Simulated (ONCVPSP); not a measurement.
Potentials for Sc (Z = 21) compared

Generated with ld1.x 7.5 (TM, RRKJ, ultrasoft, PAW), atompaw 4.2 or ONCVPSP 4.0.1. The cutoff is in Ry: for ld1.x and atompaw files where the sum of valence levels is converged to 10 mRy in a Bessel basis, for ONCV files where the hardest occupied wave has 1 mHa per electron of residual kinetic energy. The error is the largest all-electron minus pseudo excitation energy over each file’s own four to seven test configurations (ionisations up to +4, promotions, holes and added fractions of an electron), all of which were solved. The labels leave out finer settings (local radius, basis sizes, second energies), which also bear on the numbers. Spin-polarised tests are not counted. The rows are a selection from randomly drawn settings: files with unsolved tests, undetermined cutoffs or missed reference levels are left out.

A true bound ghost makes a file unfit for plane-wave use even where its test errors are small: the radial tests pick states by their node count and pass the ghost by.

| potential | cutoff (Ry) | largest error (meV) | bound ghosts |
| --- | --- | --- | --- |
| ONCV, PBEsol, scalar-relativistic, rc 1.70/1.95/2.55 (spd), local smoothed, core correction no, reference 3s2 3p6 3d1 4s1.5 4p0.5, qcut 8/7.5/5.1, projectors 2/2/2 | 44 | +28 | none |
| ONCV, PBEsol, scalar-relativistic, rc 1.85/2.20/1.60 (spd), local smoothed, core correction yes, reference 3s2 3p6 3d1 4s1.75 4p0.25, qcut 8.4/7.5/9.9, projectors 2/2/1 | 66 | +22 | none |
| ONCV, PBE, scalar-relativistic, rc 1.95/1.15/2.45 (spd), local smoothed, core correction yes, reference 3s2 3p6 3d1 4s1.5, qcut 5/6.4/7.1, projectors 2/2/3 | 36 | +8.8 | none |
| ONCV, LDA (Perdew-Zunger), scalar-relativistic, rc 2.15/1.25/2.95 (spd), local smoothed, core correction yes, reference 3s2 3p6 3d1.5 4s1.5, qcut 6.2/6.2/5.5, projectors 2/1/2 | 33 | +85 | none |
| ONCV, PBE, scalar-relativistic, rc 2.05/1.80/1.95/2.00 (spdf), local smoothed, core correction no, reference 3s2 3p6 3d1 4s1, qcut 4.5/7.6/8/6.3, projectors 2/2/2/2 | 50 | +77 | none |
| ONCV, PBE, scalar-relativistic, rc 1.45/1.55/1.45 (spd), local d, core correction no, reference 3s2 3p6 3d1 4s1.75, qcut 8.8/9.6/10, projectors 2/2/0 | 74 | -1.1 | s |

(1) Fill in the row for Sc: ONCV, PBE, scalar-relativistic, rc 2.05/1.10/2.15 (spd), local smoothed, core correction yes, reference 3s2 3p6 3d1 4s1, qcut 5.2/7.4/8.3, projectors 2/3/1.

Results:

(1) cutoff 45 Ry, largest error -340 meV, bound ghosts: none.
